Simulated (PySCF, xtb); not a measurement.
ZrO2, SMILES [O]=[Zr]=[O], multiplicity 1.

GFN2-xTB run with xtb at its own geometry gives an orbital gap of 2.07 eV and a dipole moment of 9.82 D.

Geometry: B3LYP-D3(BJ)/def2-TZVP. The spin state was assumed, not searched. The isomer is the one that the SMILES or the coordinates give; other isomers of the formula were not compared. The def2 effective core potentials stand for the cores of Zr; spin–orbit coupling is left out.

Task: What does ωB97X/def2-TZVPD run with PySCF give? (The exact figures need the calculation; the answer reports its results.)

Result: gap 8.07 eV (levels -9.16 and -1.09 eV), dipole 8.39 D.
